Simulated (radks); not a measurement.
Sc I, configuration [Ar] 3d1 4s1 4p1 (not the ground configuration).

Method: scalar-relativistic Kohn-Sham, PBE, spin-unpolarised, spherical densities, finite nucleus; Fermi nuclear charge, rms radius 3.5459 fm; computed with a radial shooting solver on a logarithmic mesh with Libxc functionals.

Energy parts (Ry):
| part | energy |
|---|---|
| total | -1527.90565 |
| kinetic | 1539.51124 |
| electron-nucleus | -3627.76151 |
| Hartree | 638.01791 |
| exchange-correlation | -77.67330 |

Orbitals (lengths in bohr, moments of r in powers of bohr):
[
 {"orbital": "1s", "occ.": "2", "eigenvalue (Ry)": "-323.2889", "<r>": "0.07304", "<1/r>": "20.77", "<r^2>": "0.007176"},
 {"orbital": "2s", "occ.": "2", "eigenvalue (Ry)": "-34.95603", "<r>": "0.3435", "<1/r>": "4.296", "<r^2>": "0.1396"},
 {"orbital": "2p", "occ.": "6", "eigenvalue (Ry)": "-28.63029", "<r>": "0.3077", "<1/r>": "4.199", "<r^2>": "0.1170"},
 {"orbital": "3s", "occ.": "2", "eigenvalue (Ry)": "-4.13995", "<r>": "1.075", "<1/r>": "1.304", "<r^2>": "1.332"},
 {"orbital": "3p", "occ.": "6", "eigenvalue (Ry)": "-2.56558", "<r>": "1.167", "<1/r>": "1.173", "<r^2>": "1.606"},
 {"orbital": "4s", "occ.": "1", "eigenvalue (Ry)": "-0.35817", "<r>": "3.649", "<1/r>": "0.3554", "<r^2>": "15.29"},
 {"orbital": "3d", "occ.": "1", "eigenvalue (Ry)": "-0.32086", "<r>": "1.792", "<1/r>": "0.7790", "<r^2>": "4.356"},
 {"orbital": "4p", "occ.": "1", "eigenvalue (Ry)": "-0.14937", "<r>": "4.852", "<1/r>": "0.2643", "<r^2>": "27.41"}
]

The highest occupied level is 4p at -2.032 eV. Summed over all electrons, <r^2> = 60.35 bohr^2, which gives a Langevin (diamagnetic) susceptibility term of -47.8 x 10^-6 cm^3/mol. The density falls to 0.001 e/bohr^3 at r = 5.13 bohr.

Run on one thread of a shared host, so times are rough (Arm Neoverse N1): 0.12 s of CPU time, 0.12 s wall, 15 iterations on 2381 mesh points.
